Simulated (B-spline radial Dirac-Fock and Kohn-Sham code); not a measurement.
## Elastic scattering of 300 eV electrons by neutral bromine

These are calculated numbers from a radial finite-basis atomic code; the model is relativistic (Dirac) partial waves in the static field of the Dirac-Fock atom with Furness-McCarthy exchange, without polarisation or absorption potentials.

The run's input, task.json:

```json
{"items": [{
  "Z": 35,
  "q": 0,
  "cfg": [[1, 0, 2], [2, 0, 2], [2, 1, 6], [3, 0, 2], [3, 1, 6], [3, 2, 10], [4, 0, 2], [4, 1, 5]],
  "A": 79,
  "rrms": 4.1629,
  "do": "elastic",
  "energies": [[300, 0]],
  "theta": [0, 1, 2, 3, 5, 7, 10, 15, 20, 25, 30, 40, 50, 60, 70, 80, 90, 100, 110, 120, 130, 140, 150, 160, 170, 180]
}]}
```

Launch: `python xray2_run.py task.json out`

```tsv
θ (°)	dσ/dΩ (a₀²/sr)	Sherman function
0	53.1	0.000
1	52.7	0.000
2	51.4	0.000
3	49.5	0.000
5	43.8	0.000
7	36.6	0.000
10	25.6	-0.001
15	11.7	-0.001
20	4.88	-0.002
25	2.30	-0.002
30	1.42	0.001
40	0.898	0.011
50	0.573	0.017
60	0.261	0.016
70	0.0727	-0.027
80	0.0846	-0.063
90	0.233	-0.019
100	0.355	-0.003
110	0.325	0.006
120	0.163	0.013
130	0.0326	-0.038
140	0.135	-0.048
150	0.555	-0.019
160	1.18	-0.010
170	1.74	-0.004
180	1.96	0.000
```

Question: What integrated cross sections go with this distribution?

Answer: The total elastic cross section is 12.3 a₀², the first transport cross section 4.60 a₀² and the second, weighted with (3/2) sin²θ, 4.00 a₀². The mean deflection is ⟨1 − cos θ⟩ = 0.374, and 18 % of the collisions scatter beyond 90°.

On this grid of angles the cross section has minima near 70°, 130°, from interference among the few low partial waves with large phase shifts.
